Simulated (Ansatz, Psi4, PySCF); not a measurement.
Cl$_{3}$In (SMILES [Cl][In]([Cl])[Cl]), singlet, geometry from GFN2-xTB (such geometries of metal compounds can be far from the true shape) (all electrons, no relativity). Base run: R2SCAN/STO-3G (PySCF).

Geometry (Å):
```xyz
4

In     0.0000     0.0000     0.0000
Cl     2.2445    -0.2039    -0.4400
Cl    -0.9033    -1.0115     1.8531
Cl    -1.3412     1.2154    -1.4131
```
All else is at PySCF's defaults.

The same geometry, method and basis name were run in Ansatz (a first-principles code) and Psi4 and PySCF, at each program's defaults and at the settings that a row names. The base is PySCF at its defaults. Differences at the defaults can come from grids, fitting, cores and function types together. The rows with settings made alike still differ; the cause (another SCF solution, basis table, core potential or functional code) wasn't traced.

| code and settings | ΔE vs base (mEh) | basis functions | E (Eh) | SCF cycles |
|---|---|---|---|---|
| PySCF, defaults (exact integrals, its default grid, spherical functions) | 0.000 | 54 | -7050.83373 | 7 |
| Ansatz, defaults (factorised integrals, its default grid, spherical functions) | 1.663 | 54 | -7050.83207 | - |
| PySCF, fine grid | 2.407 | 54 | -7050.83133 | 7 |
| Psi4, exact integrals, spherical functions, fine grid | -0.231 | 54 | -7050.83396 | 9 |
| Ansatz, high accuracy | 1.658 | 54 | -7050.83208 | - |
